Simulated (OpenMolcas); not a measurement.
**3d2 along the 20-electron sequence**

```json
{"Program": "OpenMolcas 26.06", "Method": "SS-CASPT2, IPEA 0.25 Eh, imaginary shift 0.1 Eh", "Basis": "ANO-RCC-VQZP", "Scalar Hamiltonian": "DKH2, point nucleus", "Spin-orbit coupling": "state interaction with AMFI integrals over the reference wave functions, term energies averaged over their components"}
```

Active space for each ion: 2 electrons in 10 orbitals (3d 4d); closed shells correlated by CASPT2: 3s 3p.

Computed levels in cm-1 above 3F2:

```tsv
Level	Cr4+	Mn5+	Co7+
3F3	508	736	1445
3F4	1155	1663	3220
1D2	12920	15280	19740
3P0	16110	18610	23160
3P1	16290	18870	23690
3P2	16670	19440	24920
1G4	22190	25940	33150
1S0	51900	60700	76610
weight of 3F in the lowest level (%)	100	100	100
```

Measured, with the error of the calculation in %. Measured levels: Cr4+ from Sugar and Corliss, J. Phys. Chem. Ref. Data 6, 317 (1977); Mn5+ from Corliss and Sugar, J. Phys. Chem. Ref. Data 6, 1253 (1977); Co7+ from Sugar and Corliss, J. Phys. Chem. Ref. Data 10, 1097 (1981).

```json
{"Level": "3F3", "Cr4+": "508 (0)", "Mn5+": "746 (-1.3)", "Co7+": "1430 (+1.1)"}
{"Level": "3F4", "Cr4+": "1142 (+1.2)", "Mn5+": "1669 (-0.3)", "Co7+": "3144 (+2.3)"}
{"Level": "1D2", "Cr4+": "13188 (-2.0)", "Mn5+": "15336 (-0.3)", "Co7+": "19624 (+0.6)"}
{"Level": "3P0", "Cr4+": "15492 (+4.0)", "Mn5+": "17782 (+4.7)", "Co7+": "22304 (+3.8)"}
{"Level": "3P1", "Cr4+": "15677 (+3.9)", "Mn5+": "18057 (+4.5)", "Co7+": "22839 (+3.7)"}
{"Level": "3P2", "Cr4+": "16041 (+3.9)", "Mn5+": "18628 (+4.4)", "Co7+": "24055 (+3.6)"}
{"Level": "1G4", "Cr4+": "22019 (+0.8)", "Mn5+": "25511 (+1.7)", "Co7+": "32360 (+2.5)"}
{"Level": "1S0", "Cr4+": "51146 (+1.5)", "Mn5+": "", "Co7+": "74247 (+3.2)"}
```

The fine-structure level 3F4 changes by a factor of 2.79 from Cr4+ to Co7+. Its fourth root runs 5.83, 6.39, 7.53, with steps per unit of Z of 0.56, 0.57; equal steps would mean a (Z - σ)^4 law with constant σ.

1D2 changes by a factor of 1.53 over the same range, with steps per unit of Z of +2360, +2230 cm-1.

Term energies are means over components that CASPT2 splits; among the terms shown or strongly mixed into the levels shown the widest spread is 940 cm-1 (3d2 1G, Co7+). Active for correlation alone: 4d; no level in the range computed is led by a configuration that fills it, so any true level of that kind is missing. Computed and measured levels are paired by configuration, term and J; levels that our copy of the source lacks, or whose pairing is in doubt (as where it misses far off the trend of its configuration), stay unpaired and out of the deviations. Only configurations of the active space appear.
